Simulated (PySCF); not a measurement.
A side-by-side comparison of computed properties.

First species: C5H7F2N.
SMILES with atom numbers: `[CH3:1][C@@H:2]([F:3])[CH2:4][C@H:5]([F:6])[C:7]#[N:8]` (hydrogens: H9, H10, H11 on C1; H12 on C2; H13, H14 on C4; H15 on C5)

Second species: C3H13NSi2.
Z-matrix (Å and degrees, GFN2-xTB geometry), rows numbered from 1:
```
N 
C   1  1.4642
Si  2  1.9192  1  115.20
C   3  1.9068  2  109.04  1    56.35
C   4  1.5308  3  113.31  2    59.31
Si  5  1.9022  4  112.56  3   179.85
H   1  1.0148  2  109.87  3    59.22
H   1  1.0151  2  109.92  3   -58.50
H   2  1.0930  1  106.85  3   123.62
H   2  1.0924  1  106.96  3  -122.98
H   3  1.4702  2  108.37  1   -61.79
H   3  1.4658  2  109.53  1   177.32
H   4  1.0932  3  110.16  2   -63.24
H   4  1.0915  3  109.18  2  -178.97
H   5  1.0920  4  109.11  3    57.72
H   5  1.0920  4  109.39  3   -57.95
H   6  1.4659  5  109.13  4    58.96
H   6  1.4638  5  109.54  4   179.08
H   6  1.4649  5  109.05  4   -60.29
```

Levels: PBE0/def2-SVPD for dipole moment, HOMO energy, LUMO energy, HOMO–LUMO gap, static isotropic polarisability and electronic spatial extent ⟨r²⟩ about the centre of nuclear charge; TDDFT PBE0/def2-SVPD for lowest singlet excitation; TDA PBE0/def2-SVPD for lowest triplet excitation (Tamm–Dancoff); GFN2-xTB for rotational constant A and rotational constant C. Geometries: GFN2-xTB. Each species is one conformer at its optimised geometry, gas phase, non-relativistic unless stated; the electronic structure was computed with PySCF and density fitting.

The conformers computed, where there is a choice (atom-mapped SMILES and torsion angles):
- `[CH3:1][C@@H:2]([F:3])[CH2:4][C@H:5]([F:6])[C:7]#[N:8]`: C1–C2–C4–C5 176°, C2–C4–C5–F6 -68°
- `[NH2:1][CH2:2][SiH2:3][CH2:4][CH2:5][SiH3:6]`: N1–C2–Si3–C4 56°, C2–Si3–C4–C5 59°, Si3–C4–C5–Si6 180°, H–N1–C2–Si3 59°, H–N1–C2–Si3 -59°

```json
{"property": "dipole moment", "column X": "0.78 D", "column Y": "3.64 D"}
{"property": "HOMO energy", "column X": "-6.53 eV", "column Y": "-9.67 eV"}
{"property": "LUMO energy", "column X": "0.12 eV", "column Y": "-0.39 eV"}
{"property": "HOMO–LUMO gap", "column X": "6.65 eV", "column Y": "9.28 eV"}
{"property": "lowest singlet excitation", "column X": "5.52 eV", "column Y": "7.29 eV"}
{"property": "lowest triplet excitation (Tamm–Dancoff)", "column X": "5.28 eV", "column Y": "6.26 eV"}
{"property": "static isotropic polarisability", "column X": "102.5 au", "column Y": "65.4 au"}
{"property": "electronic spatial extent ⟨r²⟩ about the centre of nuclear charge", "column X": "1499 bohr²", "column Y": "1190 bohr²"}
{"property": "rotational constant A", "column X": "3.850 GHz", "column Y": "3.939 GHz"}
{"property": "rotational constant C", "column X": "0.799 GHz", "column Y": "0.985 GHz"}
```

Question: Which column belongs to which species?

Answer: Column X is the second species and column Y the first. The first has 15 atoms and 62 electrons, the second 19 and 66.

Question: How does each property change from the first species to the second?

Answer: dipole moment -2.86 D; HOMO energy +3.14 eV; LUMO energy +0.51 eV; HOMO–LUMO gap -2.63 eV; lowest singlet excitation -1.77 eV; lowest triplet excitation (Tamm–Dancoff) -0.98 eV; static isotropic polarisability +37.1 au; electronic spatial extent ⟨r²⟩ about the centre of nuclear charge +309 bohr²; rotational constant A -0.089 GHz; rotational constant C -0.186 GHz.

On the first: The vertical singlet–triplet gap S1 − T1 is 1.03 eV (TDDFT singlet less Tamm–Dancoff triplet). No computed singlet falls in the visible range (750 to 380 nm, 1.65 to 3.26 eV); S1 lies 4.03 eV above its blue end.

On the second: In atomic units the dipole is 0.31 e·bohr (1 au = 2.5417 D). The principal polarisabilities are 89.6, 97.7 and 120.1 au; their mean is the isotropic value.
